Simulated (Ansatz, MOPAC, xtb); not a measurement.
Spectroscopic constants of ZrO+, multiplicity 2 (lowest of 2S+1 = 2, 4, 6, 8 at CCSD(T)/def2-TZVPP on PBE0 minima; our sources give no spin for the ground state, which may be another). No spin–orbit coupling.

Seven points along R, fitted to fifth degree in 1/R; most abundant isotopes. In def2 and cc sets the state is the lowest found near the PBE0 minimum, followed along R.

The values were computed with Ansatz (a program for electronic structure) with Gaussian orbitals; MOPAC for PM6, PM7 (differences of heats of formation); xtb for the GFN methods.  In def2 rows elements past Kr take small-core potentials, without spin–orbit coupling. The GFN methods have no spin term and hold the electronic entropy of 300 K.

```tsv
level	r_e (Å)	ω_e (cm⁻¹)	B_e (cm⁻¹)	ω_e x_e (cm⁻¹)
PM6	1.776	917	0.393	1.5
PM7	1.746	894	0.407	1.5
GFN1-xTB	1.746	1005	0.407	4.1
SVWN5/def2-TZVPP	1.685	1028	0.437	3.5
PBE/def2-TZVPP	1.700	994	0.430	2.8
r2SCAN/def2-TZVPP	1.691	1027	0.434	3.3
B97M-V/def2-TZVPP	1.692	1023	0.434	3.2
B3LYP/def2-TZVPP	1.694	1023	0.433	3.0
PBE0/def2-TZVPP	1.679	1050	0.440	3.0
BHLYP/def2-TZVPP	1.674	1071	0.443	2.8
CAM-B3LYP/def2-TZVPP	1.682	1053	0.439	2.9
wB97X-V/def2-TZVPP	1.677	1066	0.442	2.8
wB97M-V/def2-TZVPP	1.679	1060	0.441	2.9
B2PLYP/def2-TZVPP	1.708	976	0.425	2.8
```

Correlated levels freeze the inner cores; with def2 sets outer-core shells near the valence are correlated too. The state that PM6, PM7 reach isn't checked; PM7 holds dispersion and hydrogen-bond terms.
